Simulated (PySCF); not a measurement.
Geometries of 2 isomers of CH6BNO2, from PySCF 2.14.0, PBE0-D3(BJ)/def2-SVP geometry optimisation, gas phase. One conformer each, no zero-point energy, no frequencies.

Task: Which isomer lies lower at this level?
A.
```xyz
11
angstrom
N      1.411   -0.505   -1.212
C      0.818    0.108   -0.026
B     -0.753   -0.008    0.149
O     -1.473   -0.662   -0.801
O     -1.435    0.523    1.209
H      1.186   -1.499   -1.214
H      0.937   -0.143   -2.038
H      1.310   -0.309    0.874
H      1.101    1.179    0.002
H     -2.414   -0.667   -0.591
H     -0.864    0.970    1.840
```
B.
```xyz
11
angstrom
C      1.467    0.023    0.519
N      0.296    0.577   -0.107
B     -0.875   -0.155   -0.420
O     -0.922   -1.493   -0.128
O     -1.982    0.412   -1.011
H      1.324   -1.058    0.649
H      2.378    0.168   -0.090
H      1.662    0.455    1.517
H      0.333    1.572   -0.279
H     -1.758   -1.870   -0.414
H     -1.884    1.345   -1.211
```

Result: B. That is `CNB(O)O`, 23.9 kcal/mol below the other.

```
 SMILES            atoms numbered as above      E (Eh)  relative (kcal/mol)  relative (kJ/mol)  dipole (D)
CNB(O)O   [CH3:1][NH:2][B:3]([OH:4])[OH:5]  -271.40952                  0.0                0.0        1.94
NCB(O)O  [NH2:1][CH2:2][B:3]([OH:4])[OH:5]  -271.37139                 23.9              100.1        1.89
```

As drawn, the lower has a B–N bond, which the higher lacks.
